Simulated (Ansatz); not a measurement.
A nudged elastic band was laid between two geometries of Cl$_{2}$H$_{2}$Sn (5 atoms, charge 0, multiplicity 1).

Method: RKS B3LYP/def2-SVP (Ansatz).

```
movable images  : 5
climbing image  : yes
spring          : 5.0 eV/Å²
optimiser       : quadratic models (default)
start path      : through a guess of the saddle point
force threshold : 0.05 eV/Å
iteration limit : 60
end points      : relaxed
```

Initial state:

```xyz
5
Properties=species:S:1:pos:R:3
Sn 0.361 0.039 0.079
Cl 0.710 -0.021 2.415
H 1.890 -0.070 -0.677
H -0.616 1.399 -0.265
Cl -0.868 -1.893 -0.507
```

Final state:

```xyz
5
Properties=species:S:1:pos:R:3
Sn 0.349 0.795 -0.973
Cl 1.552 -0.031 1.662
H 0.901 -1.043 1.112
H -1.081 1.345 -0.038
Cl -0.243 -1.613 -0.717
```

Task: Which bonds break or form, and what moves?

Result: Bonds broken: Sn1–Cl2, Sn1–H3. Bonds formed: Cl2–H3.

Task: What energy profile does the band end with?

Result: The run converged. The highest image is number 2 of 0 to 6, 171.0 kJ/mol above the first end and 117.7 kJ/mol above the last; the last end lies 53.3 kJ/mol above the first. A vibrational analysis at the climbing image gives one clearly imaginary mode, 985i cm⁻¹: a first-order saddle point. The orbitals stay closed-shell, which can raise the energy where a bond breaks towards radicals; this wasn't checked here.

| image | path coordinate (Å) | energy (kJ/mol) | Sn1–Cl2 (Å) | Sn1–H3 (Å) | Cl2–H3 (Å) |
| --- | --- | --- | --- | --- | --- |
| 0 | 0.00 | 0.0 | 2.36 | 1.71 | 3.31 |
| 1 | 0.71 | 55.7 | 2.40 | 1.68 | 2.57 |
| 2 | 1.42 | 171.0 | 2.66 | 1.79 | 1.81 |
| 3 | 2.27 | 80.1 | 3.07 | 2.72 | 1.30 |
| 4 | 3.12 | 67.8 | 3.10 | 3.50 | 1.29 |
| 5 | 3.97 | 63.3 | 3.12 | 3.34 | 1.29 |
| 6 | 4.83 | 53.3 | 3.01 | 2.83 | 1.32 |

Task: What is the geometry of the highest image?

Result: 
```xyz
5
Properties=species:S:1:pos:R:3
Sn 0.279 0.073 -0.416
Cl 1.270 -0.010 2.054
H 1.884 -0.081 0.351
H -0.889 1.348 -0.300
Cl -1.067 -1.876 -0.643
```

Task: What are the harmonic wavenumbers there?

Result: 985i, 86, 266, 360, 452, 487, 612, 1588, 1841 cm⁻¹.

Time of the run: 90 s on 1 thread of AMD EPYC 9R45 96-Core Processor (Zen 5), on a shared host, peak memory 0.17 GiB.
